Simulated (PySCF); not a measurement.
H2Zn, singlet, geometry from GFN2-xTB (such geometries of metal compounds can be far from the true shape).

PySCF was given this input:
```python
from pyscf import gto, scf, dft, tdscf

mol = gto.M(
    atom='''
Zn    0.000000    0.000000    0.000000
H    -0.000000   -0.000000   -1.499255
H     0.000000    0.000000    1.499255
''',
    basis='def2-svp',
    charge=0,
    spin=0,
    verbose=3,
)

mf = dft.RKS(mol)
mf.xc = 'lc_wpbe'
mf.kernel()
td = mf.TDA()
td.nstates = 5
td.kernel()
td.analyze()
```

Question: Predict the HOMO energy from LC-WPBE/def2-SVP, TDA run with PySCF.

Answer: -10.63 eV

Question: Give the total energy at the level LC-WPBE/def2-SVP, TDA.

Answer: -1780.0649 Eh

Question: Give the lowest excitation energy found at the level LC-WPBE/def2-SVP, TDA.

Answer: 7.71 eV

Question: Predict the number of basis functions from LC-WPBE/def2-SVP, TDA.

Answer: 41

Question: Predict the excitation energies found from LC-WPBE/def2-SVP, TDA.

Answer: 7.71, 7.71, 9.28, 10.18, 10.43 eV

Question: What is the computed nuclear repulsion energy (LC-WPBE/def2-SVP, TDA)?

Answer: 21.3541 Eh
